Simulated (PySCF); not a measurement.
**input.py for Os**

File input.py (PySCF 2.14):

```python
from pyscf import gto, scf, mp

mol = gto.M(
    atom='Os 0 0 0',
    basis='x2c-svpall',
    charge=0,
    spin=4,
    symmetry=True,
    verbose=4,
)
mf = scf.RHF(mol)
mf = mf.sfx2c1e()
mf.kernel()
mp.MP2(mf, frozen=23).kernel()
mf.dip_moment()
print('orbital energies (hartree):', mf.mo_energy[..., max(0, mol.nelec[1]-3):mol.nelec[0]+3].round(4))
```

```bash
$ OMP_NUM_THREADS=1 python input.py
```

It prints (some set-up lines and the per-cycle HOMO/LUMO lines with their warnings removed):

```
PySCF version 2.14.0

[INPUT] verbose = 4
[INPUT] num. atoms = 1
[INPUT] num. electrons = 76
[INPUT] charge = 0
[INPUT] spin (= nelec alpha-beta = 2S) = 4
[INPUT] symmetry True subgroup None
[INPUT] Mole.unit = angstrom
[INPUT] Symbol           X                Y                Z      unit          X                Y                Z       unit  Magmom
[INPUT]  1 Os     0.000000000000   0.000000000000   0.000000000000 AA    0.000000000000   0.000000000000   0.000000000000 Bohr   0.0

nuclear repulsion = 0
point group symmetry = SO3
symmetry origin: [0. 0. 0.]
symmetry axis x: [1. 0. 0.]
symmetry axis y: [0. 1. 0.]
symmetry axis z: [0. 0. 1.]
num. orbitals of irrep s+0 = 7
num. orbitals of irrep p-1 = 5
num. orbitals of irrep p+0 = 5
num. orbitals of irrep p+1 = 5
num. orbitals of irrep d-2 = 6
num. orbitals of irrep d-1 = 6
num. orbitals of irrep d+0 = 6
num. orbitals of irrep d+1 = 6
num. orbitals of irrep d+2 = 6
num. orbitals of irrep f-3 = 2
num. orbitals of irrep f-2 = 2
num. orbitals of irrep f-1 = 2
num. orbitals of irrep f+0 = 2
num. orbitals of irrep f+1 = 2
num. orbitals of irrep f+2 = 2
num. orbitals of irrep f+3 = 2
number of shells = 4
number of NR pGTOs = 184
number of NR cGTOs = 66
basis = x2c-svpall
ecp = {}

******** <class 'pyscf.x2c.sfx2c1e.sfX2C1eSymAdaptedROHF'> ********
method = sfX2C1eSymAdaptedROHF
initial guess = minao
damping factor = 0
level_shift factor = 0
DIIS = <class 'pyscf.scf.diis.CDIIS'>
diis_start_cycle = 1
diis_space = 8
diis_damp = 0
SCF conv_tol = 1e-09
SCF conv_tol_grad = None
SCF max_cycles = 50
direct_scf = True
direct_scf_tol = 1e-13
num. doubly occ = 36  num. singly occ = 4

******** <class 'pyscf.x2c.sfx2c1e.SpinFreeX2CHelper'> ********
approx = 1e
xuncontract = 1
Freeze 0 electrons in irreps []
    76 free electrons in irreps s+0 p-1 p+0 p+1 d-2 d-1 d+0 d+1 d+2 f-3 f-2 f-1 f+0 f+1 f+2 f+3
Set gradient conv threshold to 3.16228e-05
init E= -17250.6313380796
cycle= 1 E= -17251.1429559428  delta_E= -0.512  |g|= 0.992  |ddm|= 2.01
cycle= 2 E= -17251.3616784038  delta_E= -0.219  |g|= 0.771  |ddm|= 2.22
cycle= 3 E= -17251.4702809088  delta_E= -0.109  |g|= 0.0745  |ddm|= 0.527
cycle= 4 E= -17251.4719449207  delta_E= -0.00166  |g|= 0.00617  |ddm|= 0.0564
cycle= 5 E= -17251.4719873296  delta_E= -4.24e-05  |g|= 0.00162  |ddm|= 0.046
cycle= 6 E= -17251.4719891575  delta_E= -1.83e-06  |g|= 0.000214  |ddm|= 0.00773
cycle= 7 E= -17251.4719892113  delta_E= -5.38e-08  |g|= 8e-05  |ddm|= 0.00127
cycle= 8 E= -17251.4719892155  delta_E= -4.15e-09  |g|= 1.19e-05  |ddm|= 0.000127
cycle= 9 E= -17251.4719892156  delta_E= -1.35e-10  |g|= 2.33e-06  |ddm|= 3.81e-05
Extra cycle  E= -17251.4719892156  delta_E= -3.64e-12  |g|= 1.77e-06  |ddm|= 7.71e-06
converged SCF energy = -17251.4719892156

WARN: RMP2 method does not support ROHF method. ROHF object is converted to UHF object and UMP2 method is called.

******** <class 'pyscf.mp.ump2.UMP2'> ********
nocc = (np.int64(17), np.int64(13)), nmo = (43, 43)
frozen orbitals 23
E(UMP2) = -17251.7479249775  E_corr = -0.275935761918031
E(SCS-UMP2) = -17251.7115017246  E_corr = -0.239512509038152
E_corr(same-spin) = -0.10570431376556
E_corr(oppo-spin) = -0.170231448152471
Dipole moment(X, Y, Z, Debye): -0.00000, -0.00000, -0.00000
orbital energies (hartree): [-2.2047 -0.3224 -0.3224 -0.1261 -0.0924 -0.0924 -0.0924  0.1314  0.1314
  0.1314]
```

In short: E(SCF) = -17251.471989 Eh, 9 cycles, E(MP2) − E(SCF) = -0.27594 Eh.

Run time: 7.2 s on 1 thread of Arm Neoverse N1 (shared host).

On these ROHF orbitals the MP2 class gives a UMP2 expression without the singles term, not ROMP2. No search for the lowest solution was made, and open d or f shells often end in a higher one.
